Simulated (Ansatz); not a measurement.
A geometry relaxed with PBE0-D3(BJ)/def2-TZVP run with Ansatz (an electronic-structure program), charge 0, multiplicity 1:

```xyz
10

H     -0.3320     1.8453     0.0874
H     -2.4554     0.2934     0.3162
C     -1.5659    -0.1698    -0.1169
H     -1.7279    -0.1465    -1.2106
H      2.1357     0.0750     1.5080
H      2.5183     0.4825    -0.8272
H     -1.5130    -1.2246     0.1574
B     -0.2593     0.6467     0.0507
H      1.6131    -1.6361    -0.1049
Si     1.5865    -0.1658     0.1397
```

**Question.** Write the SMILES of this molecule.

**Answer.** `CB[SiH3]`
